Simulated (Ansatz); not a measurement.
Reaction (redistribution): `CO[SiH](Cl)O[SiH3]` + `C#C[SiH](C)Cl` → `C#C[SiH]([SiH3])Cl` + `CO[SiH](Cl)OC`

Isolated molecules relaxed with PBE0-D4/def2-TZVP in Ansatz; ΔE leaves out vibrations. CBS: MP2 limit from def2 TZ/QZ plus the TZ coupled-cluster correction, frozen cores. Each species was taken in one conformer, which may not be the lowest.

```csv
species,CCSD(T)/def2-TZVPP energy (Eh)
`CO[SiH](Cl)O[SiH3]`,-1230.52975
`C#C[SiH](C)Cl`,-865.90251
`C#C[SiH]([SiH3])Cl`,-1116.89685
`CO[SiH](Cl)OC`,-979.45371
```

**Question.** Work out ΔE.

**Answer.** ΔE = (-1116.89685) + (-979.45371) − (-1230.52975) − (-865.90251) = 0.08170 Eh = +214.5 kJ/mol. CCSD(T)/CBS gives +217.3 kJ/mol.

Largest T1 diagnostic among the species: 0.012.

From PBE to PBE0 (25 % exact exchange), in def2-TZVPP and without D4, ΔE moves by +11.2 kJ/mol.
